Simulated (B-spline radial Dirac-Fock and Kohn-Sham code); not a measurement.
Isotope-shift constants of the inner levels of Hf

System: neutral hafnium, [Xe] 4f14 5d2 6s2.

The run's input, task.json:

```json
{"items": [{
  "Z": 72,
  "q": 0,
  "cfg": [[1, 0, 2], [2, 0, 2], [2, 1, 6], [3, 0, 2], [3, 1, 6], [3, 2, 10], [4, 0, 2], [4, 1, 6], [4, 2, 10], [4, 3, 14], [5, 0, 2], [5, 1, 6], [5, 2, 2], [6, 0, 2]],
  "A": 180,
  "rrms": 5.347,
  "do": "isoshift",
  "isotopes": [[170, 169.939609, 5.2898], [171, 170.940492, 5.3041], [172, 171.939449716, 5.3065], [173, 172.940513, 5.314], [174, 173.940048377, 5.3201], [175, 174.941511424, 5.3191], [176, 175.941409797, 5.3286], [177, 176.943230187, 5.3309], [178, 177.943708322, 5.3371], [179, 178.945825705, 5.3408], [180, 179.946559537, 5.347], [182, 181.950563684, 5.3516]]
}]}
```

Command: `python xray2_run.py task.json out`

Calculated with a radial atomic solver, using first-order field-shift and mass-shift constants from Dirac-Fock ground and hole states with a Fermi nucleus; the mass shift has no relativistic recoil terms. A binding energy shifts by δE = F·δ⟨r²⟩ + (K_N + K_S)·δ(1/M); F is taken for a change of radius at fixed skin thickness and so holds the higher radial moments.

```tsv
level	F (meV/fm²)
K (1s)	-681.5
L1 (2s)	-94.95
L2 (2p1/2)	-0.6559
L3 (2p3/2)	4.059
M1 (3s)	-21.15
M2 (3p1/2)	-0.1039
M3 (3p3/2)	1.109
M4 (3d3/2)	1.029
M5 (3d5/2)	0.9817
```

The mass shift is not given and not included below: at this Z its relativistic corrections are large. It matters little for K lines but can be comparable with the field shift of L lines.

Field shifts alone in meV from A = 180 (mass 179.9466 u, rms radius 5.347 fm); radii from Angeli and Marinova (2013).

```
  A  mass (u)  radius (fm)     Kα1     Kα2     Kβ1   Lα1
170  169.9396       5.2898  +417.1  +414.2  +415.3  -1.9
171  170.9405       5.3041  +313.3  +311.1  +311.9  -1.4
172  171.9394       5.3065       ?       ?       ?     ?
173  172.9405        5.314  +241.2  +239.5  +240.1  -1.1
174  173.9400       5.3201  +196.7  +195.4  +195.9  -0.9
175  174.9415       5.3191  +204.0  +202.6  +203.1  -0.9
176  175.9414       5.3286  +134.7  +133.7  +134.1  -0.6
177  176.9432       5.3309  +117.9  +117.0  +117.3  -0.5
178  177.9437       5.3371   +72.5   +72.0   +72.2  -0.3
182  181.9506       5.3516   -33.7   -33.5   -33.6  +0.2
```

Q: What are the shifts for A = 172?

A: Kα1 +295.8 meV; Kα2 +293.8 meV; Kβ1 +294.5 meV; Lα1 -1.3 meV.
